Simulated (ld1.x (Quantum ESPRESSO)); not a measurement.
Reading a pseudo-wave (lanthanum (La))

Columns: radius, all-electron u(r) and pseudo u(r) of the 5d shell (level -3.10 eV) of lanthanum in the configuration [Kr] 4d10 4f0 5s2 5p6 5d1 6s2 6p0; PBEsol, scalar-relativistic, TM scheme, ld1.x (Quantum ESPRESSO) 7.5.

```json
{"r (bohr)": "0.148", "all-electron": "0.1745", "pseudo": "0.0010"}
{"r (bohr)": "0.295", "all-electron": "0.0189", "pseudo": "0.0079"}
{"r (bohr)": "0.443", "all-electron": "-0.2092", "pseudo": "0.0257"}
{"r (bohr)": "0.590", "all-electron": "-0.2755", "pseudo": "0.0575"}
{"r (bohr)": "0.738", "all-electron": "-0.2045", "pseudo": "0.1050"}
{"r (bohr)": "0.885", "all-electron": "-0.0677", "pseudo": "0.1662"}
{"r (bohr)": "1.033", "all-electron": "0.0860", "pseudo": "0.2383"}
{"r (bohr)": "1.180", "all-electron": "0.2280", "pseudo": "0.3153"}
{"r (bohr)": "1.328", "all-electron": "0.3490", "pseudo": "0.3920"}
{"r (bohr)": "1.475", "all-electron": "0.4440", "pseudo": "0.4618"}
{"r (bohr)": "1.623", "all-electron": "0.5154", "pseudo": "0.5208"}
{"r (bohr)": "1.770", "all-electron": "0.5648", "pseudo": "0.5656"}
{"r (bohr)": "1.918", "all-electron": "0.5963", "pseudo": "0.5961"}
{"r (bohr)": "2.065", "all-electron": "0.6129", "pseudo": "0.6128"}
{"r (bohr)": "2.213", "all-electron": "0.6182", "pseudo": "0.6182"}
{"r (bohr)": "2.360", "all-electron": "0.6147", "pseudo": "0.6147"}
{"r (bohr)": "2.508", "all-electron": "0.6046", "pseudo": "0.6046"}
{"r (bohr)": "2.655", "all-electron": "0.5899", "pseudo": "0.5899"}
{"r (bohr)": "2.802", "all-electron": "0.5722", "pseudo": "0.5722"}
{"r (bohr)": "2.950", "all-electron": "0.5521", "pseudo": "0.5521"}
{"r (bohr)": "3.098", "all-electron": "0.5308", "pseudo": "0.5308"}
{"r (bohr)": "3.245", "all-electron": "0.5090", "pseudo": "0.5090"}
{"r (bohr)": "3.393", "all-electron": "0.4868", "pseudo": "0.4868"}
{"r (bohr)": "3.540", "all-electron": "0.4647", "pseudo": "0.4647"}
{"r (bohr)": "3.688", "all-electron": "0.4427", "pseudo": "0.4427"}
{"r (bohr)": "3.835", "all-electron": "0.4211", "pseudo": "0.4211"}
```

(1) How many radial nodes do the two functions have?

(2) At about which radius was the pseudo-wave matched?

(3) Where does each function peak?

(4) Is the pseudo-wave norm-conserving?

## Answers

(1) The all-electron 5d function has n − l − 1 = 2; the pseudo-wave has 0, since the states of the same l below it are removed with the core.

(2) 2.45 bohr. The columns agree to 0.0005 from 1.92 bohr on; several derivatives are matched, so the curves merge somewhat inside the radius.

(3) Outermost all-electron maximum near 2.21 bohr, pseudo maximum near 2.21 bohr (to the table’s step).

(4) Yes: the TM scheme keeps the norm inside the radius equal to the all-electron one, which fixes the energy derivative of the logarithmic derivative at the level.
